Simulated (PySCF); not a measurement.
C5H5FN2.
Geometry (GFN2-xTB, Å), atoms numbered from 1 in this order:
```xyz
13
C5H5FN2 angstrom
N     -2.080    1.524   -1.577
C     -1.419    1.175   -0.713
C     -0.574    0.712    0.355
C      0.853    0.460   -0.105
N      1.756    1.286   -0.321
C      0.661   -1.042   -0.077
C     -0.677   -0.812    0.639
F     -1.748   -1.450    0.084
H     -0.685    1.377    1.214
H      2.660    0.910   -0.597
H      0.516   -1.455   -1.076
H      1.411   -1.627    0.451
H     -0.679   -1.056    1.705
```

Method used: PBE0/def2-SVPD in PySCF (dipole) on a GFN2-xTB geometry, gas phase.

Take the most abundant isotopes and a rigid rotor. The values belong to one conformer with, in the numbering `[H]/[N:5]=[C:4]1/[C@@H:3]([C:2]#[N:1])[C@@H:7]([F:8])[CH2:6]1`, C2–C3–C4–N5 78°, C3–C4–C6–C7 -10°, C4–C6–C7–F8 129°, C2–C3–C7–C6 103°.

(1) Give the principal moments of inertia and the rotational constants in MHz.

(2) What kind of rotor is it?

(3) What does the inertial defect say?

(4) List the rotational levels J(Ka,Kc) to J = 5 (K).

(5) Which lines would a microwave search look for?

(6) Estimate the classical rotational partition function at 10 K, 100 K and 298.15 K.

Results:

(1) Ia = 191.97, Ib = 229.43, Ic = 374.48 u·Å²; 505379 MHz·u·Å²/I gives A = 2633, B = 2203, C = 1350 MHz.

(2) An asymmetric top: κ = (2 × 2203 − 2633 − 1350)/(2633 − 1350) = 0.33.

(3) Not planar: Δ = Ic − Ia − Ib = -46.92 u·Å². For a rigid frame Δ = −2 Σ m c², so Σ m c² = 23.46 u·Å² lies off the ab plane: 8.03 from hydrogen and 15.43 from heavier atoms. The atom farthest from that plane is 1.81 Å away.

(4) Above 0(0,0), as E/k:
J = 1: 1(0,1) 0.170, 1(1,1) 0.191, 1(1,0) 0.232
J = 2: 2(0,2) 0.485, 2(1,2) 0.491, 2(1,1) 0.614, 2(2,1) 0.676, 2(2,0) 0.702
J = 3: 3(0,3) 0.926, 3(1,3) 0.928, 3(1,2) 1.160, 3(2,2) 1.187, 3(2,1) 1.284, 3(3,1) 1.406, 3(3,0) 1.420
J = 4: 4(0,4) 1.495, 4(1,4) 1.496, 4(1,3) 1.839, 4(2,3) 1.846, 4(2,2) 2.050, 4(3,2) 2.120, 4(3,1) 2.187, 4(4,1) 2.385, 4(4,0) 2.391
J = 5: 5(0,5) 2.193, 5(1,5) 2.193, 5(1,4) 2.641, 5(2,4) 2.643, 5(2,3) 2.968, 5(3,3) 2.995, 5(3,2) 3.160, 5(4,2) 3.294, 5(4,1) 3.333, 5(5,1) 3.615, 5(5,0) 3.617

(5) The dipole components are |μa| = 2.95 D, |μb| = 4.52 D, |μc| = 1.16 D. Intensities carry the squares of the components, which stand as 0.43 : 1.00 : 0.07 (a : b : c). Some lines, for components of 0.1 D or more:

```
type  branch         J(Ka,Kc)    MHz  lower level (cm⁻¹)
   c       Q  1(1,1) ← 1(0,1)    430               0.118
   a       Q  2(2,0) ← 2(2,1)    549               0.470
   a       Q  1(1,0) ← 1(1,1)    853               0.133
   b       Q  1(1,0) ← 1(0,1)   1283               0.118
   c       Q  2(2,1) ← 2(1,1)   1290               0.427
   b       Q  2(2,0) ← 2(1,1)   1839               0.427
   a       Q  2(1,1) ← 2(1,2)   2560               0.341
   b       Q  2(1,1) ← 2(0,2)   2686               0.337
   a       R  1(0,1) ← 0(0,0)   3552               0.000
   b       Q  2(2,1) ← 2(1,2)   3849               0.341
   b       R  1(1,1) ← 0(0,0)   3982               0.000
   c       R  1(1,0) ← 0(0,0)   4835               0.000
   b       R  2(0,2) ← 1(1,1)   6125               0.133
   a       R  2(1,2) ← 1(1,1)   6251               0.133
   a       R  2(0,2) ← 1(0,1)   6555               0.118
   b       R  2(1,2) ← 1(0,1)   6681               0.118
   a       R  2(1,1) ← 1(1,0)   7958               0.161
   c       R  2(1,1) ← 1(0,1)   9241               0.118
   b       R  2(2,1) ← 1(1,0)   9247               0.161
   c       R  2(2,0) ← 1(1,0)   9797               0.161
   c       R  2(2,1) ← 1(1,1)  10101               0.133
   b       R  2(2,0) ← 1(1,1)  10650               0.133
```

(6) Point group C1, symmetry number σ = 1; q = (√π/σ)·√((kT/h)³/(ABC)), k/h = 20836.6 MHz/K: 1910 at 10 K, 60300 at 100 K, 310000 at 298.15 K.

No frequency check. These are rigid-rotor constants of the computed structure; measured ground-state constants (B0) also hold zero-point vibration. Quadrupole hyperfine structure (14N) is left out.
